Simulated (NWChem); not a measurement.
# HSeOCl; SMILES Cl[Se]O

```xyz
4

Se     0.4126     0.4706     0.0041
Cl    -0.1920    -1.6345     0.0079
O     -1.1584     1.3032     0.0702
H     -1.4970     1.3622    -0.8347
```
Atoms are numbered in this order, from 1.

The geometry was optimised at PBE0/def2-SVP.

Problem. List the 6 lowest vertical singlet excitations from LDA (Slater exchange, VWN5)/aug-cc-pVDZ, full TDDFT (NWChem).

Solution. 
```json
[
 {"state": "S1", "energy (eV)": "2.78", "oscillator strength": "0.001", "leading excitation (squared amplitude)": "HOMO → LUMO (1.00)"},
 {"state": "S2", "energy (eV)": "3.48", "oscillator strength": "0.000", "leading excitation (squared amplitude)": "HOMO → LUMO+1 (0.99)"},
 {"state": "S3", "energy (eV)": "5.12", "oscillator strength": "0.010", "leading excitation (squared amplitude)": "HOMO → LUMO+2 (1.00)"},
 {"state": "S4", "energy (eV)": "5.13", "oscillator strength": "0.005", "leading excitation (squared amplitude)": "HOMO−1 → LUMO (0.97)"},
 {"state": "S5", "energy (eV)": "5.44", "oscillator strength": "0.003", "leading excitation (squared amplitude)": "HOMO−2 → LUMO (0.77)"},
 {"state": "S6", "energy (eV)": "5.62", "oscillator strength": "0.001", "leading excitation (squared amplitude)": "HOMO−3 → LUMO (0.50)"}
]
```
